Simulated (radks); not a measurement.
Trend from Zr4+ to Cd4+: ionisation energy by Delta-SCF between NIST ground configurations, and size. Method: Dirac Kohn-Sham, LDA (Slater exchange, Perdew-Wang correlation), spin-unpolarised, spherical densities, finite nucleus; open shells are shared between the two j in proportion to 2j + 1; Fermi nuclear charge, rms radius of each element as measured or else 0.836 A^(1/3) + 0.57 fm; computed with a radial shooting solver on a logarithmic mesh with Libxc functionals.

\begin{tabular}{lrrrrrr}
species & configuration & configuration of the ion & IE (eV) & NIST (eV) & kind & r at 0.001 e/bohr^3 (bohr) \\ \hline
Zr4+ & [Kr] & [Ar] 3d10 4s2 4p5 & 81.124 & 80.35 & semi-emp. & 2.89 \\
Nb4+ & [Kr] 4d1 & [Kr] & 50.453 & 50.573 & exp. & 3.00 \\
Mo4+ & [Kr] 4d2 & [Kr] 4d1 & 53.645 & 54.42 & semi-emp. & 3.03 \\
Tc4+ & [Kr] 4d3 & [Kr] 4d2 & 56.751 & 57 & theory & 3.03 \\
Ru4+ & [Kr] 4d4 & [Kr] 4d3 & 59.792 & 59 & theory & 3.01 \\
Rh4+ & [Kr] 4d5 & [Kr] 4d4 & 62.782 & 63 & theory & 2.98 \\
Pd4+ & [Kr] 4d6 & [Kr] 4d5 & 65.731 & 61 & theory & 2.94 \\
Ag4+ & [Kr] 4d7 & [Kr] 4d6 & 68.645 & 65 & theory & 2.90 \\
Cd4+ & [Kr] 4d8 & [Kr] 4d7 & 71.530 & 68 & theory & 2.85 \\
\end{tabular}

Reference values: NIST Atomic Spectra Database (exp. = measured, semi-emp. = semi-empirical, theory = theoretical value adopted there). Spin polarisation and multiplet splitting are left out, so open shells lie too high by an amount that depends on their filling. Sharing an open shell by 2j + 1 raises it above the true ground level by a part of the spin-orbit splitting, which enters the differences from NIST.

Beside tabulated values, note that spin-unpolarised runs miss the spin-polarisation part of the exchange energy of open shells.
